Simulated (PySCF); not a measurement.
Species: C₄H₅F₂O₂ (charge -1).
Numbering: `[O:1]=[C:2]([O-:3])[CH:4]([CH2:5][F:6])[CH2:7][F:8]` (hydrogens: H9 on C4; H10, H11 on C5; H12, H13 on C7)

Geometry (GFN2-xTB, Å), atoms numbered from 1 in this order:
```xyz
13
C4H5F2O2 angstrom
O     -0.4936   -1.9853   -1.2891
C     -1.0135   -1.2032   -0.4966
O     -2.1913   -1.0327   -0.1902
C      0.0438   -0.2367    0.3051
C     -0.6535    1.0591    0.6314
F     -0.0334    1.7888    1.6451
C      1.2937   -0.0943   -0.5255
F      2.4054    0.3195    0.2067
H      0.2806   -0.7670    1.2333
H     -1.6678    0.8457    0.9827
H     -0.6929    1.7252   -0.2377
H      1.1659    0.6462   -1.3225
H      1.5521   -1.0648   -0.9604
```

Structure optimised with GFN2-xTB, isolated species.

Take the most abundant isotopes and a rigid rotor. The values belong to one conformer with, in the numbering `[O:1]=[C:2]([O-:3])[CH:4]([CH2:5][F:6])[CH2:7][F:8]`, O1–C2–C4–C5 151°, C2–C4–C5–F6 161°, C2–C4–C7–F8 -160°.

(1) Give the principal moments of inertia and the rotational constants in MHz.

(2) What kind of rotor is it?

(3) Is it planar, by Δ = Ic − Ia − Ib?

(4) Give the other two planar moments, Paa and Pbb, and the rms extents of the mass along the axes.

Results:

(1) Ia = 197.34, Ib = 323.19, Ic = 500.23 u·Å²; 505379 MHz·u·Å²/I gives A = 2561, B = 1564, C = 1010 MHz.

(2) An asymmetric top: κ = (2 × 1564 − 2561 − 1010)/(2561 − 1010) = -0.29.

(3) Not planar: Δ = Ic − Ia − Ib = -20.30 u·Å². For a rigid frame Δ = −2 Σ m c², so Σ m c² = 10.15 u·Å² lies off the ab plane: 5.90 from hydrogen and 4.24 from heavier atoms. The atom farthest from that plane is 1.43 Å away.

(4) Paa = Σ m a² = (Ib + Ic − Ia)/2 = 313.04 and Pbb = Σ m b² = (Ia + Ic − Ib)/2 = 187.19 u·Å². With the mass M = 123.03 u, the rms extents √(P/M) along a, b and c are 1.60, 1.23, 0.29 Å.

No GFN2-xTB frequencies stand behind this structure, so it isn't proved a minimum. These are rigid-rotor constants of the computed structure; measured ground-state constants (B0) also hold zero-point vibration.
